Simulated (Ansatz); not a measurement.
H6AlNO2Si, singlet, at a GFN2-xTB geometry (such geometries of metal compounds can be far from the true shape), with bond 10-4 at 1.4 times its length; CASSCF(4,4)/STO-3G (Ansatz, an electronic-structure program).

Input for Ansatz:
Ansatz 0.2 input:
```yaml
crystal:
  periodic: [false, false, false]
  atoms:
    - {symbol: Si, position_ang: [-1.17565347, -0.68855379, 0.55945541]}
    - {symbol: N, position_ang: [-2.52475509, 0.33592329, 0.16271724]}
    - {symbol: Al, position_ang: [0.96914767, 0.12321716, -0.20549414]}
    - {symbol: O, position_ang: [2.25854354, -0.86494467, 0.11050437]}
    - {symbol: O, position_ang: [0.96076668, 1.58983689, -0.97929405]}
    - {symbol: H, position_ang: [-1.31289711, -0.81453198, 2.02432000]}
    - {symbol: H, position_ang: [-1.59722231, -1.98015576, -0.01877435]}
    - {symbol: H, position_ang: [-2.75316923, 0.43748476, -0.81347275]}
    - {symbol: H, position_ang: [-2.55275236, 1.24588428, 0.59468594]}
    - {symbol: H, position_ang: [3.29616940, -1.65176078, 0.35910264]}
    - {symbol: H, position_ang: [0.99536890, 2.42560421, -1.42448855]}
basis:
  gaussian:
    orbitals: STO-3G
hamiltonian:
  xc: hf
magnetization: {spin_polarized: false}
correlation: {active_space: {window: {electrons: 4, orbitals: 4}}}
```

**Question.** Predict the main parts of the log of this Ansatz run.

**Answer.** 
```
Functional definition: HF
481 factors; integrals over basis functions are off by at most 6.8e-5 eV
mean field evaluation 1: about -19844.1427 eV, gradient 3.7e1 eV
mean field evaluation 2: about -19844.2295 eV, gradient 3.7e1 eV
mean field evaluation 4: about -19849.5978 eV, gradient 1.9e0 eV
mean field evaluation 8: about -19849.6153 eV, gradient 8.8e-5 eV
mean field -19849.61528722 eV, -729.4599072529 hartree, gradient 3.2e-6 eV, S^2 0.000000; 0 other end points of the search recorded, 0 dependent functions left out
reference -19849.61528722 eV, -729.4599072529 hartree; 28, 28 occupied and 11, 11 virtual orbitals, 481 factors
state -19851.07873729 eV, -729.5136880510 hartree
Total energy: -19851.07873729 eV, -729.5136880510 hartree
```
